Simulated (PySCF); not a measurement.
SMILES C(OC)[SiH2]N, GFN2-xTB optimised geometry.

```
14

C      2.06    -0.67     0.00
O      0.66    -0.67     0.00
C      0.10     0.63     0.00
Si    -1.79     0.41     0.03
N     -2.14    -0.50    -1.38
H      2.38    -1.71     0.00
H      2.46    -0.16     0.89
H      2.46    -0.16    -0.89
H      0.44     1.19    -0.89
H      0.46     1.20     0.87
H     -2.15    -0.20     1.32
H     -2.46     1.71    -0.11
H     -1.49    -1.23    -1.63
H     -3.09    -0.79    -1.56
```

Density from B3LYP/def2-TZVP in PySCF at that geometry.

Minimum of the electron density along straight lines between bonded atoms, close to the bond critical point (lines longer than 1.1 times the sum of covalent radii, or with two minima, are not listed):

```
bond     length / Å  ρ at the minimum / e bohr⁻³  ∇²ρ there / e bohr⁻⁵  position (fraction from the first atom)
-------  ----------  ---------------------------  --------------------  ---------------------------------------
C1–O2         1.401                        0.271                 -0.62                                     0.36
O2–C3         1.416                        0.259                 -0.55                                     0.64
C3–Si4        1.904                        0.120            (withheld)                                     0.62
Si4–N5        1.719                        0.134            (withheld)                                     0.40
C1–H6         1.089                        0.288                 -1.03                                     0.65
C1–H7         1.098                        0.281                 -0.98                                     0.64
C1–H8         1.098                        0.281                 -0.98                                     0.64
C3–H9         1.098                        0.278                 -0.95                                     0.64
C3–H10        1.098                        0.278                 -0.95                                     0.64
Si4–H11       1.470                        0.125                  0.16                                     0.49
Si4–H12       1.466                        0.126            (withheld)                                     0.49
N5–H13        1.009                        0.337                 -1.63                                     0.73
N5–H14        1.007                        0.338                 -1.62                                     0.73
```

Fill in the missing entries.


- C3–Si4, ∇²ρ there / e bohr⁻⁵: 0.15
- Si4–N5, ∇²ρ there / e bohr⁻⁵: 0.57
- Si4–H12, ∇²ρ there / e bohr⁻⁵: 0.18
